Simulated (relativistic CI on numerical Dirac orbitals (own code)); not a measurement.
**Ni⁺: M2,3 absorption edge**

Computed with this model: Dirac-Coulomb-Breit CI, separate exchange-only KLI orbitals for each configuration, QED by a radiative potential, valence Slater integrals scaled by 0.9, multiplet model of core-to-valence dipole absorption; configurations [Ar] 3d9 → [Ne] 3s2 3p5 3d10; 10 K; Lorentzian 1.2 eV and Gaussian 0.3 eV FWHM. Energies are those of the free ion, without screening or charge transfer. The branching ratio is the share of the lower-energy edge in the whole absorption, uncertain by about 0.02 where the edges overlap. S is read from ⟨S²⟩ = S(S + 1).

Field parameters in Wybourne normalisation: D3d B²₀ = −7Dσ, B⁴₀ = −14Dq − 21Dτ, B⁴₃ = −14√(10/7) Dq. The field is a parameter set, without covalency.

free ion: ground-state S = 0.50, centroid 69.04 eV. Peaks (eV, height): 69.0 (100).

D3d, 10Dq = 8500, Dσ = -1200, Dτ = 300 cm⁻¹: ground-state S = 0.50, centroid 70.20 eV. Peaks (eV, height): 69.8 (100), 71.8 (32).

D3d, 10Dq = 8500, Dσ = 170, Dτ = 300 cm⁻¹: ground-state S = 0.50, centroid 70.23 eV. Peaks (eV, height): 69.8 (100), 71.8 (40).

Strongest unbroadened transitions for D3d, 10Dq = 8500, Dσ = -1200, Dτ = 300 cm⁻¹:

| Energy (eV) | Relative strength |
| --- | --- |
| 69.78 | 100.0 |
| 71.91 | 24.5 |
